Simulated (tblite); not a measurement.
Record of a relaxation.

Compound: C₅H₁₆GaNS.
Atom-mapped SMILES: `[CH3:1][CH:2]([CH3:3])[CH2:4][S:5][CH2:6][GaH2-:7][NH3+:8]` (hydrogens: H9, H10, H11 on C1; H12 on C2; H13, H14, H15 on C3; H16, H17 on C4; H18, H19 on C6; H20, H21 on Ga7; H22, H23, H24 on N8)

Computed with GFN2-xTB (tblite), gas phase: L-BFGS steps from a force-field or distance-geometry start until the largest atomic force falls under 0.01 eV/Å. 6 of its 123 geometries are shown.

Step 0: E = -711.8387 eV, largest atomic force 2.880 eV/Å
```
atom  x, y, z in Å  |  force x, y, z in eV/Å
C1     -2.938    1.207    0.078   -1.313   0.716  -0.300
C2     -2.153    0.169   -0.692   -1.390  -0.609   0.096
C3     -1.874   -0.995    0.233   -0.490  -1.217   0.742
C4     -0.948    0.737   -1.378   -0.261  -0.654  -1.027
S5      0.245    1.506   -0.286   -0.104   2.123   0.038
C6      1.116    0.419    0.824    1.602  -1.333   0.978
Ga7     2.311   -0.771   -0.285   -2.632  -0.732  -0.913
N8      4.144   -0.532    0.247    1.857  -1.079   0.178
H9     -3.677    1.643   -0.628    0.257   0.015   0.543
H10    -2.323    2.046    0.426   -0.122  -0.545   0.257
H11    -3.514    0.691    0.877    0.451   0.793  -0.384
H12    -2.861   -0.219   -1.461    0.582   0.198  -0.017
H13    -0.891   -1.406    0.017    0.252  -0.117   0.268
H14    -2.602   -1.840    0.045    0.649   0.917   0.345
H15    -1.980   -0.686    1.310    0.430  -0.477  -1.066
H16    -0.502   -0.072   -1.989    0.239   0.337   0.168
H17    -1.328    1.534   -2.063    0.732  -0.300   0.532
H18     0.498   -0.148    1.534   -0.263   0.574  -0.036
H19     1.847    1.025    1.453   -1.132   0.145  -0.547
H20     2.098   -0.383   -1.813    0.523  -0.197   0.238
H21     1.875   -2.300   -0.003    0.512   0.208  -0.175
H22     4.692   -0.390   -0.636   -0.283   0.297   1.003
H23     4.233    0.226    0.945    0.350  -0.356  -0.589
H24     4.522   -1.440    0.655   -0.446   1.292  -0.331
```

Step 24: E = -713.0455 eV, largest atomic force 0.253 eV/Å
```
atom  x, y, z in Å  |  force x, y, z in eV/Å
C1     -3.000    1.195    0.054    0.019  -0.024  -0.044
C2     -2.155    0.133   -0.664   -0.023  -0.012   0.040
C3     -1.843   -1.057    0.250    0.007   0.014  -0.027
C4     -0.889    0.751   -1.273   -0.081  -0.005   0.042
S5      0.122    1.766   -0.155    0.070  -0.087   0.092
C6      1.045    0.501    0.799    0.124  -0.179  -0.032
Ga7     1.980   -0.850   -0.420    0.020   0.206   0.146
N8      4.092   -0.574    0.216   -0.071  -0.017  -0.036
H9     -3.593    1.756   -0.666    0.031   0.020   0.021
H10    -2.357    1.900    0.580   -0.013  -0.100   0.019
H11    -3.678    0.739    0.775    0.059  -0.012  -0.116
H12    -2.741   -0.246   -1.514    0.091  -0.019   0.024
H13    -0.916   -1.558   -0.064   -0.066  -0.002  -0.023
H14    -2.654   -1.782    0.194    0.042   0.019   0.109
H15    -1.728   -0.745    1.287   -0.023   0.004  -0.075
H16    -0.222   -0.028   -1.679   -0.095   0.009   0.015
H17    -1.183    1.429   -2.078    0.091   0.040   0.031
H18     0.365    0.052    1.534    0.043   0.151  -0.018
H19     1.787    1.081    1.371   -0.147   0.026  -0.077
H20     2.286   -0.468   -1.891   -0.010  -0.003  -0.093
H21     1.933   -2.377   -0.123   -0.070  -0.022  -0.006
H22     4.633   -0.389   -0.628    0.001  -0.001   0.021
H23     4.235    0.206    0.856    0.005  -0.023  -0.024
H24     4.467   -1.416    0.648   -0.003   0.018   0.011
```

Step 49: E = -713.1286 eV, largest atomic force 0.088 eV/Å
```
atom  x, y, z in Å  |  force x, y, z in eV/Å
C1     -3.018    1.119   -0.004   -0.025  -0.002  -0.004
C2     -2.119    0.087   -0.681    0.025   0.002  -0.044
C3     -1.806   -1.061    0.272    0.000  -0.014   0.037
C4     -0.853    0.743   -1.228    0.077   0.043   0.001
S5      0.072    1.780   -0.056    0.031  -0.018   0.046
C6      1.113    0.571    0.851   -0.022   0.083   0.013
Ga7     1.925   -0.771   -0.429    0.024   0.017  -0.041
N8      4.029   -0.612    0.173    0.024  -0.017   0.018
H9     -3.329    1.882   -0.715   -0.010  -0.032   0.031
H10    -2.479    1.607    0.805   -0.005   0.003  -0.008
H11    -3.899    0.633    0.409   -0.025   0.035  -0.036
H12    -2.644   -0.325   -1.551   -0.038  -0.026  -0.026
H13    -1.031   -1.715   -0.143   -0.019   0.027  -0.013
H14    -2.702   -1.652    0.454    0.031  -0.020  -0.011
H15    -1.460   -0.677    1.229   -0.005  -0.002   0.023
H16    -0.148   -0.018   -1.603   -0.079  -0.010   0.003
H17    -1.103    1.426   -2.044   -0.027  -0.031   0.033
H18     0.519    0.159    1.675    0.008   0.018  -0.018
H19     1.868    1.218    1.319    0.023  -0.017  -0.010
H20     2.226   -0.369   -1.903    0.011   0.004   0.015
H21     1.682   -2.290   -0.201    0.032   0.002  -0.010
H22     4.602   -0.480   -0.660   -0.034  -0.042   0.025
H23     4.172    0.200    0.773    0.002  -0.032  -0.014
H24     4.372   -1.435    0.667    0.001   0.028  -0.010
```

Step 73: E = -713.1523 eV, largest atomic force 0.102 eV/Å
```
atom  x, y, z in Å  |  force x, y, z in eV/Å
C1     -3.120    1.071   -0.047    0.023  -0.024   0.009
C2     -2.146    0.071   -0.667   -0.033  -0.052   0.027
C3     -1.801   -1.044    0.318    0.017  -0.021   0.019
C4     -0.889    0.767   -1.182   -0.034   0.002   0.035
S5     -0.019    1.801    0.036    0.057  -0.001   0.005
C6      1.176    0.660    0.833   -0.036  -0.018  -0.061
Ga7     1.971   -0.674   -0.474   -0.029  -0.045   0.051
N8      4.054   -0.722    0.208    0.013   0.014  -0.020
H9     -3.314    1.889   -0.736   -0.026  -0.002  -0.013
H10    -2.706    1.487    0.867    0.034   0.018  -0.006
H11    -4.061    0.581    0.190   -0.011   0.000   0.006
H12    -2.630   -0.379   -1.543    0.013  -0.041  -0.043
H13    -0.990   -1.665   -0.077   -0.009   0.018   0.002
H14    -2.665   -1.682    0.497    0.001   0.033  -0.011
H15    -1.486   -0.627    1.272    0.002   0.017  -0.014
H16    -0.173    0.024   -1.567    0.050   0.010   0.021
H17    -1.149    1.458   -1.987   -0.014   0.019  -0.014
H18     0.696    0.238    1.722   -0.020  -0.038   0.015
H19     1.948    1.349    1.201    0.042   0.002   0.019
H20     2.350   -0.195   -1.901    0.009   0.058  -0.067
H21     1.699   -2.210   -0.387   -0.014   0.097   0.029
H22     4.600   -0.802   -0.650    0.014  -0.044   0.011
H23     4.352    0.135    0.675   -0.031  -0.021  -0.006
H24     4.292   -1.511    0.806   -0.018   0.018   0.005
```

Step 98: E = -713.1890 eV, largest atomic force 0.082 eV/Å
```
atom  x, y, z in Å  |  force x, y, z in eV/Å
C1     -3.178    1.001   -0.111   -0.035   0.018   0.021
C2     -2.121    0.041   -0.645   -0.032  -0.020   0.008
C3     -1.765   -1.017    0.392    0.013  -0.024   0.036
C4     -0.892    0.809   -1.120    0.017  -0.020   0.002
S5     -0.064    1.820    0.151   -0.007  -0.030   0.010
C6      1.228    0.707    0.828   -0.036   0.002  -0.018
Ga7     2.017   -0.512   -0.588    0.003   0.041  -0.033
N8      4.021   -0.838    0.176    0.020   0.028   0.027
H9     -3.448    1.729   -0.873   -0.035  -0.010   0.013
H10    -2.787    1.538    0.750   -0.001   0.020   0.015
H11    -4.073    0.459    0.192    0.038   0.018  -0.021
H12    -2.528   -0.478   -1.522    0.010   0.030  -0.076
H13    -0.921   -1.618    0.042   -0.009  -0.011   0.015
H14    -2.618   -1.672    0.558    0.042  -0.023   0.035
H15    -1.498   -0.556    1.341   -0.007   0.033  -0.016
H16    -0.136    0.111   -1.517    0.035   0.015  -0.036
H17    -1.177    1.518   -1.901    0.025  -0.019   0.001
H18     0.797    0.175    1.688   -0.012   0.017  -0.001
H19     1.953    1.421    1.242    0.054  -0.057  -0.014
H20     2.467    0.073   -1.957   -0.017   0.016   0.039
H21     1.629   -2.013   -0.620   -0.030  -0.034  -0.016
H22     4.613   -1.274   -0.531   -0.056   0.009   0.004
H23     4.456    0.044    0.443    0.014  -0.009  -0.008
H24     4.014   -1.448    0.993    0.008   0.010   0.014
```

Step 122: E = -713.2042 eV, largest atomic force 0.008 eV/Å
```
atom  x, y, z in Å  |  force x, y, z in eV/Å
C1     -3.191    0.972   -0.142    0.003   0.000   0.000
C2     -2.102    0.029   -0.646    0.001   0.002   0.002
C3     -1.731   -0.992    0.425    0.000   0.000   0.002
C4     -0.879    0.821   -1.105    0.002   0.004   0.001
S5     -0.067    1.802    0.199    0.001   0.003  -0.003
C6      1.229    0.677    0.843   -0.001  -0.004  -0.004
Ga7     2.003   -0.475   -0.627   -0.007   0.001   0.000
N8      3.969   -0.865    0.191   -0.007   0.002   0.002
H9     -3.529    1.632   -0.938    0.002  -0.003  -0.005
H10    -2.802    1.585    0.668    0.000   0.000   0.006
H11    -4.044    0.406    0.226    0.000  -0.002  -0.008
H12    -2.475   -0.509   -1.528   -0.001  -0.001   0.002
H13    -0.867   -1.582    0.105    0.002   0.004   0.006
H14    -2.563   -1.667    0.613    0.003  -0.004   0.000
H15    -1.488   -0.484    1.356    0.002  -0.001  -0.001
H16    -0.113    0.145   -1.524    0.003   0.000   0.000
H17    -1.168    1.546   -1.868   -0.005   0.005   0.000
H18     0.815    0.146    1.710   -0.005   0.002  -0.001
H19     1.984    1.371    1.240   -0.001  -0.004   0.006
H20     2.495    0.223   -1.922    0.004  -0.004   0.000
H21     1.595   -1.963   -0.804   -0.007   0.000   0.002
H22     4.489   -1.444   -0.468    0.004  -0.002  -0.005
H23     4.492    0.000    0.325    0.005   0.005  -0.004
H24     3.935   -1.357    1.082    0.004  -0.004   0.003
```

**Question.** Summarise the path.

**Answer.** The energy falls by 131.75 kJ/mol from step 0 to step 122; nine tenths of that is first reached at step 28. It falls at every step. The largest force goes from 2.880 to 0.008 eV/Å. Among the bonds Ga7–N8 changes most, from 1.923 to 2.165 Å; the atoms move by 0.580 Å rms after alignment.

The cost below is that of the whole relaxation. Hardware: an Arm Neoverse N1 with one thread, shared host. Cost: 2.2 s of wall time.
